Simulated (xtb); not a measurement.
ClH₂SbTe₂, SMILES [Cl][Sb]([TeH])[TeH]. All values are semi-empirical tight-binding results from xtb (GFN2-xTB unless named), good for trends rather than for accurate numbers. Geometry: GFN2-xTB. The structure was generated by enumeration; whether it is a known compound was not checked.

For metal compounds this method's bond lengths and energies can be far off.

```json
{
 "point_group_as_xtb_finds_it": "Cs",
 "orbital_gap": "3.58 eV",
 "zero_point_energy": "8.8 kcal/mol",
 "G − E(el) at 298.15 K (modified RRHO)": "-15.2 kcal/mol"
}
```
